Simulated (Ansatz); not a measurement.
Computed with Ansatz.

A structure relaxed at PBE0-D4/def2-TZVP, charge 0, multiplicity 1:

```csv
atom,x (Å),y (Å),z (Å)
C1,-0.4960,-0.5509,1.3556
B2,-0.2245,0.4140,0.0955
C3,1.3216,0.7842,-0.1596
N4,-0.7085,-0.4432,-1.2405
H5,-1.5449,-0.8556,1.4661
H6,0.1089,-1.4690,1.3323
H7,-0.2311,-0.0378,2.2852
H8,-0.9630,1.3883,0.0680
H9,1.9713,-0.1010,-0.2204
H10,1.4943,1.3771,-1.0673
H11,1.7057,1.3848,0.6708
H12,-0.1614,-1.2950,-1.3346
H13,-0.5855,0.1066,-2.0847
H14,-1.6871,-0.7024,-1.1666
```

Problem. Give its formula and SMILES.

Solution. C2H10BN, `C[BH-](C)[NH3+]`.

Problem. Point group (tolerance 0.08 Å, 0.16 Å for H)?

Solution. Cs.

Problem. Summarise the bond lengths by kind.

Solution. 2 × B–C 1.610 Å; 6 × C–H 1.094 to 1.100 Å; 1 × B–N 1.659 Å; 1 × B–H 1.223 Å; 3 × H–N 1.015 to 1.017 Å.
